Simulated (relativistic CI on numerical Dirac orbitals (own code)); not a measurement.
Sc2+ in a cubic cluster: L2,3 absorption with charge transfer

Computed with a charge-transfer multiplet model of a cubic metal-ligand cluster with up to one ligand hole, Slater and spin-orbit integrals from Dirac-Coulomb-Breit ions, Slater integrals scaled by 0.8. The ground state mixes d1 with configurations of k ligand holes L, whose averages lie at kΔ + k(k − 1)U_dd/2; a core hole lowers each added d electron by U_cd. 300 K, Lorentzian 0.4 eV and Gaussian 0.3 eV FWHM.

Atomic integrals in eV (Slater integrals scaled, ζ unscaled), ground: F2dd 4.710, F4dd 2.885, zeta_d 0.008; with the core hole: F2dd 6.786, F4dd 4.228, zeta_d 0.015, zeta_core 3.008, F2cd 3.515, G1cd 2.451, G3cd 1.388. Where a configuration has fewer than two d electrons, the dd integrals are those of d2.

Cluster parameters (eV): U_dd = 3.7, U_cd = 4.4, 10Dq = 0.7, 10Dq(ligand) = 1, V(eg) = 2.15, V(t2g) = -1.14, final-state hopping factor = 0.8.

```tsv
Case	n_d	d1	d2L	S
Δ = 6.5 eV	1.23	0.77	0.23	0.50
Δ = 8.5 eV	1.18	0.82	0.18	0.50
Δ = 9.5 eV	1.16	0.84	0.16	0.50
Δ = 10.5 eV	1.14	0.86	0.14	0.50
Δ = 11.5 eV	1.12	0.88	0.12	0.50
```

Weights, n_d and S are thermal averages at 300 K. Photon energies count from the first peak over 30 % of the highest in each spectrum, which can be another peak from case to case. The parameters are a model scan and need not match a compound or its usual spin state. Peaks in eV (height, largest 100):
- Δ = 6.5 eV: -1.3 (15), 0.0 (39), 1.3 (100), 3.2 (45), 5.5 (98), 8.1 (5)
- Δ = 8.5 eV: -1.2 (15), 0.0 (38), 1.3 (98), 3.3 (45), 5.6 (100)
- Δ = 9.5 eV: -1.2 (15), 0.0 (38), 1.4 (99), 3.3 (44), 5.6 (100)
- Δ = 10.5 eV: -1.2 (14), 0.0 (38), 1.4 (99), 3.4 (44), 5.6 (100)
- Δ = 11.5 eV: -1.2 (14), 0.0 (37), 1.4 (99), 3.4 (44), 5.6 (100)

For the case Δ = 8.5 eV, Δ = 8.5 eV is larger than U_dd = 3.7 eV, the Mott-Hubbard side of the Zaanen-Sawatzky-Allen scheme. With the core hole the configuration with one ligand hole lies at Δ + U_dd − U_cd = 5.8, 7.8, 8.8, 9.8, 10.8 eV from the one without, in the order of the table; where this is negative the screened configuration lies lower.

With at most 1 ligand hole the space is cut while the next configuration still counts, so covalency is underestimated, and a final configuration with one more ligand hole, which can lie low, is missing from the spectra.
